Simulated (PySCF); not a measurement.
Simulated outer-valence photoelectron spectrum of `C=CBN`. Theory: EOM-IP-CCSD/aug-cc-pVDZ in PySCF, restricted Hartree–Fock reference, 4 core orbitals frozen, non-relativistic, gas phase, PBE0-D3(BJ)/def2-SVP geometry.

Each root has a Gaussian of 0.4 eV full width with its one-hole share as area; cross sections and vibrations are left out, and the highest printed point is 100.

```
ionisation energy (eV)  intensity
                   9.4          2
                   9.6         22
                   9.8         54
                  10.0         33
                  10.2          5
                  10.4          0
                  10.6          0
                  10.8          6
                  11.0         44
                  11.2        100
                  11.4         66
                  11.6         13
                  11.8          1
                  12.0          0
                  12.2          0
                  12.4          0
                  12.6          7
                  12.8         37
                  13.0         51
                  13.2         19
                  13.4         20
                  13.6         52
                  13.8         37
                  14.0          6
                  14.2          0
                  14.4          0
                  14.6          0
                  14.8          0
                  15.0          0
                  15.2          3
                  15.4         23
                  15.6         53
                  15.8         30
                  16.0          4
                  16.2          0
                  16.4          0
                  16.6          5
                  16.8         32
                  17.0         54
                  17.2         36
                  17.4         51
                  17.6         40
                  17.8          8
                  18.0          0
```

Q: Where are the maxima, and how many lines lie under the curve?

A: 7 maxima, at 9.8, 11.2, 12.9, 13.7, 15.6, 17.0 and 17.5 eV, from 8 lines. At this width some lines have no maximum of their own.

Q: List the lines with their holes.

A: 
```tsv
E (eV)	leading hole (HF orbital)	area	Koopmans (eV)
9.83	HOMO	0.96	9.92
11.18	HOMO-2	0.95	12.17
11.29	HOMO-1	0.94	12.09
12.95	HOMO-3	0.95	13.99
13.65	HOMO-4	0.95	15.04
15.62	HOMO-5	0.93	17.17
16.97	HOMO-6	0.94	18.34
17.47	HOMO-7	0.93	19.06
```

The widest gap, 1.97 eV, lies between 13.65 and 15.62 eV. Only orbitals with −ε under 21 eV, eight at most, were ionised, so the high end of the curve may lack lines.

Conformer computed: `[CH2:1]=[CH:2][BH:3][NH2:4]`: C1–C2–B3–N4 -179°, H–N4–B3–C2 0°, H–N4–B3–C2 180°.

One conformer stands for the species.
